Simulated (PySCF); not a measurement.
**Krypton: a sound run and one with changed settings**

Sound run: Kr [Kr], Kr⁺ [Ar] 3d10 4s2 4p5. All numbers are calculated (PySCF 2.14, no relativity, point nucleus, in def2-SVP (5s4p3d, 32 functions)). In the sound run the correlated levels freeze [Ar] 3d10. The sound run starts from symmetry-adapted Hartree-Fock orbitals and uses a fine grid where one is needed.

A second run was set up differently.

```json
{"species": "Kr", "method": "UHF", "sound run (hartree)": "-2751.66988", "changed run (hartree)": "-2722.70600", "converged": "yes"}
{"species": "Kr", "method": "BP86", "sound run (hartree)": "-2753.70597", "changed run (hartree)": "-2724.25079", "converged": "yes"}
{"species": "Kr", "method": "B3LYP", "sound run (hartree)": "-2753.45479", "changed run (hartree)": "-2724.04007", "converged": "yes"}
{"species": "Kr", "method": "MP2", "sound run (hartree)": "-2751.79530", "changed run (hartree)": "-2722.70600", "converged": "yes"}
{"species": "Kr⁺", "method": "UHF", "sound run (hartree)": "-2751.18533", "changed run (hartree)": "-2722.30230", "converged": "yes"}
{"species": "Kr⁺", "method": "BP86", "sound run (hartree)": "-2753.18444", "changed run (hartree)": "-2723.80993", "converged": "yes"}
{"species": "Kr⁺", "method": "B3LYP", "sound run (hartree)": "-2752.93523", "changed run (hartree)": "-2723.60031", "converged": "yes"}
{"species": "Kr⁺", "method": "MP2", "sound run (hartree)": "-2751.28583", "changed run (hartree)": "-2722.30230", "converged": "yes"}
```

Ionisation energy of Kr:

```
 method  sound run (eV)  changed run (eV)
    UHF          13.185            10.985
   BP86          14.191            11.997
  B3LYP          14.138            11.966
    MP2          13.863            10.985
SCS-MP2          13.786            10.985
```

What was changed?
A. a valence shell is frozen
B. minimal basis
C. angular grid far too coarse
D. level shift left on

B. It used basis STO-3G. A minimal basis cannot let orbitals breathe on ionisation and holds almost no correlation.
